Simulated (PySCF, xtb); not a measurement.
CH5InO2, SMILES C[O][InH][OH]. Other conformers were not sampled.

Harmonic wavenumbers (cm⁻¹) from GFN2-xTB (xtb 6.7.1) at its own minimum, in rising order: 56, 98, 128, 225, 235, 305, 350, 413, 449, 633, 1038, 1127, 1128, 1404, 1463, 1471, 1592, 2857, 2909, 2920, 3659.

Question: What does PBE0-D3(BJ)/def2-SVP (PySCF) give at its own minimum? (Estimate from the structure and the level; the computed values follow.)

Answer: 63, 101, 117, 235, 284, 397, 434, 549, 606, 778, 1153, 1176, 1202, 1473, 1474, 1477, 1868, 2988, 3065, 3075, 3904. Paired by order, the mean absolute difference is 94 cm⁻¹ and the zero-point energies are 35.0 and 37.8 kcal/mol.
